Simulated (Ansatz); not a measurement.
A made-up structure of Si$_{2}$H$_{3}$Br, closed shell:

Si1  (-0.979, 0.284, -0.819)
Si2  (0.769, -0.035, 0.744)
Br3  (2.141, -2.075, 0.859)
H4  (-1.429, -0.878, -1.835)
H5  (-1.810, 1.644, -0.771)
H6  (1.308, 1.062, 1.822)
(Å)

It is relaxed with PBE-D4/def2-SVP and then PBE0-D4/def2-TZVP (Ansatz 0.2.0). Atoms count as bonded within 1.22 times the sum of their covalent radii (H–H: 0.88 Å). The end point is not checked to be a true minimum.

Q: Does its bonding change? (A judgement: the text doesn't fix the answer.)

A: Computed: No: no bond forms or breaks.

Where it ends: The first stage lowers the energy by 1.06 eV in 9 steps. It ends as Si₂H₃Br ([SiH2][SiH][Br]):
```xyz
6
angstrom
Si -0.6977 0.3578 -0.9182
Si 0.5678 -0.1026 0.7887
Br 1.9209 -1.8481 0.7602
H -1.3184 -0.8085 -1.5956
H -1.6864 1.4256 -0.6117
H 1.2138 0.9759 1.5766
```

Labels in which every atom is bracketed show which atoms are joined, not bond orders.

For scale, one of the runs: PBE0-D4/def2-TZVP relaxation, 140 basis functions, launched by `ansatz run in.yaml --threads 2 --pin off --events-out ev --progress --plain --max-ram 4352MiB`. The run took about 20 s on 2 CPU threads of an Arm Neoverse V2 (shared host).
